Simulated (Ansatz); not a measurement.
Harmonic frequencies (cm⁻¹) at PBE0-D4/def2-TZVP from Ansatz: 121, 125, 427, 461, 488, 547, 614, 782, 1210, 1949, 1955, 2325.

**Question.** Which molecule is it?
A. `OC(Cl)Cl`
B. `FC#[C][AlH2]`
C. `C#[C][AlH][F]`
D. `[F][Al]1[CH]=[CH]1`

**Answer.** B.
